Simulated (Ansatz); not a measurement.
Consider the formal exchange of groups at a Ge–F bond: `[NH2][GeH]([F])[Cl]` + CH₄ → `[CH3][GeH]([NH2])[Cl]` + H–F.

Isolated molecules relaxed with PBE0-D4/def2-TZVP in Ansatz; ΔE leaves out vibrations. CCSD(T)/CBS is the MP2 limit (def2-TZVPP, def2-QZVPP) plus CCSD(T) − MP2 in def2-TZVPP, frozen cores. This one scheme is used for every species. For Ge outer-core shells are correlated without core-valence functions, which leaves a few kJ/mol of doubt a bond. Scalar relativity is left out up to krypton. One conformer a species, not always the lowest.

```csv
species,CCSD(T)/CBS(def2) energy (Eh)
`[NH2][GeH]([F])[Cl]`,-2692.28962
CH₄,-40.46206
`[CH3][GeH]([NH2])[Cl]`,-2632.32972
H–F,-100.39570
```

(1) Work out ΔE.

Largest T1 diagnostic among the species: 0.011.

Answers

(1) ΔE = (-2632.32972) + (-100.39570) − (-2692.28962) − (-40.46206) = 0.02626 Eh = +68.9 kJ/mol.

At CCSD(T), def2-SVP lies +23.9 kJ/mol from the extrapolated value and def2-TZVPP +3.5 kJ/mol. In def2-TZVPP, CCSD(T) changes the Hartree–Fock value by −24.2 kJ/mol (the triples alone add −1.7 kJ/mol) and MP2 by −27.1 kJ/mol. Leaving LDA and LC-ωPBE aside and taking each functional with its dispersion term where it has one, the values, not all of them listed here, spread over 20.3 kJ/mol, from HSE06-D4 to B97M-V. LDA lies −7.7 kJ/mol from PBE without D4.
